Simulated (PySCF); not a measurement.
**Question.** Write Cartesian coordinates for `C=C=C=C[C@@H](F)C#N` as optimised with PBE0-D3(BJ)/def2-SVP.

**Answer.** 
```xyz
12
C6H4FN angstrom
C      3.143   -0.083    0.469
C      1.866    0.121    0.219
C      0.632    0.317   -0.023
C     -0.650    0.511   -0.269
C     -1.730    0.137    0.705
F     -2.473    1.241    1.034
C     -2.622   -0.884    0.128
N     -3.307   -1.696   -0.327
H      3.915    0.200   -0.254
H      3.470   -0.541    1.408
H     -0.984    0.961   -1.211
H     -1.283   -0.279    1.624
```

Orientation and origin are arbitrary. Atoms count from 1 in this order. The C–C distances run from 1.273 Å (C2=C3, drawn double) to 1.501 Å (C4–C5, drawn single), a spread of 0.228 Å.

Bonds between heavy atoms (Å): C1=C2 1.317, C2=C3 1.273, C3=C4 1.320, C4–C5 1.501, C5–F6 1.371, C5–C7 1.473, C7≡N8 1.156.

Method: PySCF, PBE0-D3(BJ)/def2-SVP geometry optimisation, gas phase.

Point group: C1 (no symmetry element, even within 0.4 Å). No PBE0-D3(BJ)/def2-SVP frequencies stand behind this structure, so it isn't proved a minimum. One conformer, not necessarily the lowest (C3–C4–C5–F6 122°).
